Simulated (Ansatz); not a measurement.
GeEtBr3 (C2H5Br3Ge). Total charge 0; triplet. Geometry PBE-D4/def2-SVP, that of the neutral singlet; atoms count from 1.

```xyz
11

Ge    0.0360   -0.3172   -1.3986
C    -0.1563   -0.5753    0.5413
C     0.0505    0.7131    1.3348
H     0.5797   -1.3637    0.8035
H    -1.1708   -1.0050    0.6765
H    -0.0676    0.5198    2.4203
H     1.0643    1.1318    1.1750
H    -0.6862    1.4906    1.0490
Br    2.1574    0.4974   -1.8999
Br   -1.5286    1.2264   -2.1642
Br   -0.2782   -2.3179   -2.5378
```

At PBE0-D4/def2-TZVP a singlet of charge 0 lies 4.83 eV below the triplet at the same geometry.

**Question.** Estimate the Mulliken populations from the PBE0/def2-TZVP orbitals of Ansatz.

**Answer.** 
| atom | charge (e) | spin (α − β) |
| --- | --- | --- |
| Ge1 | 0.51 | 0.38 |
| C2 | -0.27 | 0.14 |
| C3 | -0.38 | 0.00 |
| H4 | 0.14 | 0.00 |
| H5 | 0.14 | 0.00 |
| H6 | 0.14 | 0.01 |
| H7 | 0.14 | 0.00 |
| H8 | 0.14 | 0.00 |
| Br9 | -0.18 | 0.51 |
| Br10 | -0.19 | 0.49 |
| Br11 | -0.19 | 0.48 |
Mulliken values depend strongly on the basis.

**Question.** Where does the spin sit?

**Answer.** Summed by element: Ge 0.38, C 0.14, H 0.01, Br 1.47, of 2 unpaired in all. Largest on single atoms: Br9 0.51, Br10 0.49, Br11 0.48.

**Question.** And the Mayer bond orders between heavy atoms (over 0.3)?

**Answer.** Ge1–C2 0.76 (1.97 Å); Ge1–Br9 0.73 (2.33 Å); Ge1–Br10 0.74 (2.33 Å); Ge1–Br11 0.75 (2.32 Å); C2–C3 0.99 (1.53 Å).
